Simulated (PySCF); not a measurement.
# Worked example: dipole moment from atomic charges

Ga(Br)(OH)2 (BrGaH₂O₂), SMILES [OH][Ga]([OH])[Br]. Atoms are numbered in the order given.

```xyz
6

Ga    -0.0024     0.7476     0.0000
Br    -0.0155    -1.5207     0.0000
O     -1.5409     1.6171     0.0000
H     -1.4245     2.5741     0.0000
O      1.5084     1.6757     0.0000
H      2.3040     1.1328     0.0000
```

Coordinates come from a PBE0-D3(BJ)/def2-SVP optimisation. The structure was generated by enumeration; whether it is a known compound was not checked. Other conformers were not sampled.

Charges (e) from PySCF with PBE/def2-TZVP:

| atom | Mulliken | ESP fit |
|---|---|---|
| Ga1 | 0.550 | 0.701 |
| Br2 | -0.228 | -0.195 |
| O3 | -0.469 | -0.653 |
| H4 | 0.312 | 0.419 |
| O5 | -0.477 | -0.618 |
| H6 | 0.312 | 0.346 |

The dipole moment of the full density is 1.51 D.

Task: What dipole moment does each set of point charges give, and which comes closer to that of the density?

Result: 
μ = Σ q r, and 1 e Å = 4.8032 D.
Mulliken: Σ q r = (0.280, 0.357, 0.000) e Å, |μ| = 2.18 D.
ESP fit: Σ q r = (0.276, 0.200, 0.000) e Å, |μ| = 1.63 D.
ESP fit comes closer in size. Point charges leave out the atoms' own dipoles (lone pairs, polarised bonds); fits to the potential absorb them, partitions of the density don't.
